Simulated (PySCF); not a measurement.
digallium oxide (Ga2O), SMILES [Ga][O][Ga] (connectivity only; charge and spin as stated), neutral, multiplicity 1. Geometry: PBE0-D3(BJ)/def2-TZVP.

TDA-PBE/def2-SVPD (PySCF) puts the lowest singlet excitations at 4.02, 4.02, 4.38, 4.38, 5.40, 5.41 eV.

Question: What are the lowest excitation roots from PySCF with ADC(2)/aug-cc-pVDZ? (The exact figures need the calculation; the answer reports its results.)

Answer: 4.51, 4.51, 4.79, 4.79, 5.50, 5.61 eV. S1 differs by 0.49 eV (second minus first; roots are paired by order, and the bases may differ).
